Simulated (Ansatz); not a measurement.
CH6ClNOSi, SMILES `NCO[SiH2]Cl`, relaxed with RKS PBE0-D4/def2-TZVP in Ansatz 0.2.0 from a PBE-D4/def2-SVP geometry. The force threshold is 0.005 eV/Å; the program also tests the step.

The species carries charge 0 and has multiplicity 1.

Start:

```xyz
11

N     0.650    1.992   -0.532
C     0.655    0.708    0.070
O    -0.387   -0.163   -0.453
Si   -0.762   -1.667    0.153
Cl   -1.355   -1.524    2.151
H    -0.243    2.472   -0.368
H     0.782    1.925   -1.548
H     1.641    0.220   -0.106
H     0.507    0.813    1.168
H    -1.906   -2.178   -0.661
H     0.418   -2.599    0.126
```

**Question.** By how much does the energy fall, and how many steps does the optimiser take? (An estimate is asked.)

**Answer.** Ansatz gave: 6.77 kJ/mol, in 17 steps.

**Question.** Which bonds change most? (An estimate is asked.)

**Answer.** The calculation gave: O3–Si4 from 1.665 to 1.626 Å; Si4–Cl5 from 2.090 to 2.059 Å; Si4–H11 from 1.503 to 1.483 Å; C2–H9 from 1.112 to 1.093 Å.

**Question.** Give the relaxed structure. (Best estimate.)

**Answer.** Ansatz gave: 
```xyz
11

N     0.686    1.941   -0.586
C     0.589    0.728    0.131
O    -0.482   -0.107   -0.339
Si   -0.757   -1.636    0.141
Cl   -1.216   -1.714    2.147
H    -0.154    2.497   -0.492
H     0.860    1.783   -1.570
H     1.531    0.177    0.035
H     0.414    0.946    1.188
H    -1.919   -2.130   -0.622
H     0.447   -2.484   -0.033
```
